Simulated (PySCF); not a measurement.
Computed shifts of a molecule C9H13N, HF/pcSseg-1 (PySCF), GIAO, gas phase, atoms alike by connectivity averaged where their shifts nearly agree, in ppm (number of nuclei): ¹³C: 172.0 (1), 161.6 (2), 127.8 (1), 124.3 (1), 33.6 (2), 30.0 (1), 29.4 (1). ¹⁵N: 360.2 (1). ¹H: 9.06 (2), 7.48 (1), 7.34 (1), 1.65 (3), 1.51 (6). References: ¹³C against TMS (σ = 192.6 ppm); ¹⁵N against NH3 (σ = 267.3 ppm); ¹H against TMS (σ = 31.99 ppm), references at their B3LYP-D3(BJ)/def2-TZVP geometries, non-relativistic. Geometry optimised at PBE0-D3(BJ)/def2-SVP. One conformer was computed; it need not be the lowest.

Identify the compound among the candidates.
A) C=CC1=CCC(N(C)C)=C1
B) C=Cc1c(CC)ccn1C
C) CC(C)(C)c1ccncc1
D) Cc1cncc(C(C)C)c1

C, CC(C)(C)c1ccncc1
